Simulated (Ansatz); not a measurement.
Consider the atomization: `c1ccc2c(c1)CCCO2` → 9 C• + 10 H• + O•.

Calculated with Ansatz (gas phase, PBE0-D4/def2-TZVP geometries, no zero-point term in ΔE). CBS: MP2 limit from def2 TZ/QZ plus the TZ coupled-cluster correction, frozen cores. This one scheme is used for every species, atoms too. Functionals use def2-TZVPP. No spin–orbit coupling; open shells (•) take unrestricted orbitals. Spin–orbit coupling would lower the free atoms: a little for C, O.

| level | ΔE (kJ/mol) | difference from CCSD(T)/CBS |
| --- | --- | --- |
| BLYP-D4 | 9314.8 | 33.4 |
| PBE0 | 9411.8 | 130.4 |
| r2SCANh | 9303.0 | 21.6 |
| BHLYP | 8963.1 | -318.3 |
| MP2/def2-TZVPP | 9318.4 | 37.0 |
| CCSD(T)/def2-TZVPP | 9067.7 | -213.7 |
| HF/def2-QZVPP | 6856.6 | -2424.8 |
| SCS-MP2/def2-QZVPP | 9326.6 | 45.2 |
| HF/CBS(def2) | 6857.8 | -2423.6 |
| MP2/CBS(def2) | 9532.1 | 250.7 |
| CCSD(T)/CBS | 9281.4 | 0 |

Largest T1 diagnostic among the species: 0.011.

In def2-TZVPP, CCSD(T) changes the Hartree–Fock value by +2218.6 kJ/mol (the triples alone add +168.4 kJ/mol) and MP2 by +2469.3 kJ/mol; breaking electron pairs costs correlation energy, which Hartree–Fock lacks. From PBE to PBE0 (25 % exact exchange), in def2-TZVPP and without D4, ΔE moves by −170.5 kJ/mol: exact exchange takes away binding that semilocal exchange gives to molecules. The D4 term adds +91.8 kJ/mol with B3LYP and +49.1 kJ/mol with PBE0; it sums over pairs of atoms, weighted by their polarisabilities, and B3LYP, whose exchange is more repulsive, gets the larger term.

B3LYP here is the variant with VWN-RPA as its local correlation; programs differ in this.

For atomizations the MP2-based limit and the directly extrapolated one differ by several kJ/mol either way, and by 10 to 25 for some Ge, Se and Sn compounds, so smaller differences from it don't rank the levels.
